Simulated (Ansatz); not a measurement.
`CC(C)(C)[NH][Zr]([F])([F])[F]` + `[GeH3][TeH]` → `[CH3][GeH2][TeH]` + `CC(C)[NH][Zr]([F])([F])[F]`  (formal exchange of groups at a C–C bond)

Gas-phase electronic energies from Ansatz, PBE0-D4/def2-TZVP geometries. CBS: MP2 limit from def2 TZ/QZ plus the TZ coupled-cluster correction, frozen cores. Elements past krypton have def2 core potentials. For Ge, Te, Zr outer-core shells are correlated without core-valence functions, which leaves a few kJ/mol of doubt a bond. Scalar relativity is left out up to krypton. Each species was taken in one conformer, which may not be the lowest.

`CC(C)(C)[NH][Zr]([F])([F])[F]`:

```xyz
19

C    -0.961    0.044   -1.029
C    -0.230    0.452    0.246
C    -1.185    0.381    1.434
C     0.317    1.869    0.097
N     0.877   -0.484    0.447
Zr    1.417   -2.051   -0.693
F     2.936   -2.821    0.161
F     1.827   -1.450   -2.464
F    -0.035   -3.293   -0.814
H    -1.799    0.714   -1.226
H    -0.297    0.094   -1.899
H    -1.370   -0.969   -0.944
H    -2.023    1.071    1.305
H    -1.581   -0.631    1.546
H    -0.668    0.649    2.360
H     1.000    1.928   -0.753
H     0.864    2.168    0.995
H    -0.492    2.587   -0.058
H     1.401   -0.259    1.287
```

`[GeH3][TeH]`:

Cartesian coordinates in Å:
```
Ge 0.577 -0.091 -0.321
Te -1.574 -0.763 0.890
H 1.489 0.724 0.606
H 1.256 -1.414 -0.701
H 0.254 0.720 -1.583
H -2.001 0.824 1.109
```

`[CH3][GeH2][TeH]`:

Cartesian coordinates in Å:
```
C -0.950 -0.348 0.801
Ge 0.359 -0.445 -0.642
Te 1.097 1.897 -1.379
H -1.273 -1.352 1.079
H -1.814 0.232 0.477
H -0.508 0.136 1.672
H -0.247 -1.071 -1.911
H 1.592 -1.260 -0.211
H 1.744 2.211 0.115
```

`CC(C)[NH][Zr]([F])([F])[F]`:

```xyz
16

C    -1.587   -0.507   -1.106
C    -0.223   -0.739   -0.477
C     0.846    0.106   -1.150
N    -0.241   -0.442    0.949
Zr    0.883    0.884    1.965
F     2.736    0.444    1.768
F     0.622    2.639    1.246
F     0.314    0.771    3.778
H    -1.875    0.543   -1.012
H    -1.578   -0.771   -2.166
H    -2.353   -1.114   -0.616
H     0.047   -1.796   -0.616
H     1.837   -0.087   -0.726
H     0.904   -0.116   -2.217
H     0.616    1.173   -1.054
H    -0.947   -0.986    1.434
```

```tsv
species	HF/CBS(def2) energy (Eh)
`CC(C)(C)[NH][Zr]([F])([F])[F]`	-557.14962
`[GeH3][TeH]`	-2344.75992
`[CH3][GeH2][TeH]`	-2383.82172
`CC(C)[NH][Zr]([F])([F])[F]`	-518.09784
```

Problem. Work out ΔE.

Solution. ΔE = (-2383.82172) + (-518.09784) − (-557.14962) − (-2344.75992) = -0.01002 Eh = -0.27 eV. CCSD(T)/CBS gives -0.23 eV.

Largest T1 diagnostic among the species: 0.015.

At CCSD(T), def2-SVP lies +0.20 eV from the extrapolated value and def2-TZVPP +0.02 eV. Leaving LDA and LC-ωPBE aside and taking each functional with its dispersion term where it has one, the values, not all of them listed here, spread over 0.10 eV, from B2PLYP to B97M-V. LDA lies +0.14 eV from PBE without D4.
